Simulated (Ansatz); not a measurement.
Two members of one family (InP nanocrystals, H-capped) that differ in charge, which shifts all levels, computed with Ansatz in the gas phase; def2 core potentials for In, no spin–orbit coupling. Sets without diffuse functions give affinities that are too small. A dash marks a value that wasn't run or was left out as unsound. The structures are stationary points that may keep the symmetry of their start. Remarks come from the PBE and PBE0 runs and from stability tests at other levels; not every state was tested. A HOMO above zero means that the electron is unbound at that level and held by the basis, or that self-interaction error raises the level; the energy of removing that electron tells which. HOMO above LUMO (over both spins in singlets and doublets, within one spin in higher multiplets; at PBE or PBE0), or a gap under 0.15 eV within one spin, warns that the state may not be the lowest or that an electron is smeared out.

First: In6P7H20⁺, cut from zinc blende (singlet, charge 1, PBE-D4/def2-SVP geometry).

```xyz
33

P    -1.115    0.395    3.542
P     1.739    1.823   -3.475
P    -2.333    0.822   -0.266
P     1.378    1.792    0.479
P     1.705   -1.959    2.242
P     0.469   -1.493   -1.700
P    -2.005   -2.817    1.412
In    1.364    3.580   -1.532
In   -0.918    2.114    1.525
In   -0.569   -2.153    3.483
In    0.291   -0.299   -4.105
In   -1.967   -1.672   -0.987
In    2.179   -0.600   -0.005
H    -2.385    0.540    4.188
H    -0.311    0.925    4.601
H     3.122    1.451   -3.493
H     1.752    2.613   -4.671
H    -3.727    1.093   -0.092
H    -2.128    1.566   -1.472
H     2.275    2.276    1.487
H     2.657   -1.554    3.232
H     2.175   -3.302    2.074
H     0.854   -2.856   -1.918
H    -3.356   -2.963    1.863
H    -1.733   -4.206    1.198
H    -0.337    3.942   -1.604
H     2.772    4.560   -1.341
H    -1.562    3.638    2.014
H    -0.719   -3.072    4.931
H    -1.353    0.270   -4.040
H     1.152   -1.292   -5.222
H    -3.220   -2.350   -1.959
H     3.854   -0.810   -0.388
```

| level | HOMO (eV) | LUMO (eV) | gap (eV) | vertical EA (eV) |
| --- | --- | --- | --- | --- |
| PBE-D4/def2-SVP | -8.79 | -5.00 | 3.79 | – |
| PBE-D4/def2-TZVP | -8.84 | -5.12 | 3.73 | 3.68 |
| r2SCAN-D4/def2-TZVP | -9.07 | -4.92 | 4.15 | – |
| PBE0-D4/def2-SVP | -9.80 | -4.24 | 5.56 | – |
| PBE0-D4/def2-TZVP | -9.83 | -4.34 | 5.49 | 3.37 |

Remarks: gap within one spin near zero at PBE or PBE0 (neutral doublet).

Second: In7P7H20, cut from zinc blende (singlet, charge 0, PBE-D4/def2-SVP geometry).

```
atom   x (Å)   y (Å)   z (Å)
 In1   0.491   1.285  -3.878
 In2  -0.725   1.477   3.919
 In3   2.071   1.449   0.127
 In4  -2.224   1.093  -0.532
 In5  -1.616  -2.496  -2.843
 In6   0.008  -2.257   1.142
 In7   2.769  -2.137  -2.164
  P8  -2.442   1.914   2.028
  P9   0.037   1.980  -1.318
 P10   0.624  -1.268  -3.365
 P11   1.384   2.230   2.617
 P12  -0.451  -1.068   3.520
 P13   2.091  -1.102   0.225
 P14  -1.861  -1.429  -0.385
 H15   2.075   1.934  -4.204
 H16  -1.005   1.675  -4.681
 H17  -1.020   2.079   5.516
 H18   3.558   2.304  -0.145
 H19  -3.679   1.705  -1.255
 H20  -2.933  -1.784  -3.733
 H21  -1.334  -4.188  -2.530
 H22   0.083  -3.940   1.564
 H23   4.163  -1.204  -2.636
 H24   2.678  -3.858  -1.906
 H25  -2.697   3.323   2.066
 H26  -3.706   1.503   2.563
 H27  -0.092   3.406  -1.250
 H28   0.869  -1.768  -4.689
 H29   1.392   3.661   2.698
 H30   2.481   2.007   3.512
 H31   0.532  -1.497   4.471
 H32  -1.578  -1.678   4.161
 H33   3.123  -1.418   1.170
 H34  -3.063  -1.932   0.214
```

Problem. What does the change do? Estimate second minus first.

Solution. 
| level | Δ HOMO (eV) | Δ LUMO (eV) | Δ gap (eV) | Δ vertical EA (eV) |
| --- | --- | --- | --- | --- |
| PBE-D4/def2-SVP | 3.16 | 2.86 | -0.30 | – |
| PBE-D4/def2-TZVP | 3.12 | 2.84 | -0.27 | -2.82 |
| r2SCAN-D4/def2-TZVP | 3.13 | 2.85 | -0.28 | – |
| PBE0-D4/def2-SVP | 3.18 | 2.81 | -0.37 | – |
| PBE0-D4/def2-TZVP | 3.13 | 2.79 | -0.34 | -2.76 |

Remarks: HOMO above zero (-1 doublet), gap within one spin near zero at PBE or PBE0 (-1 doublet).
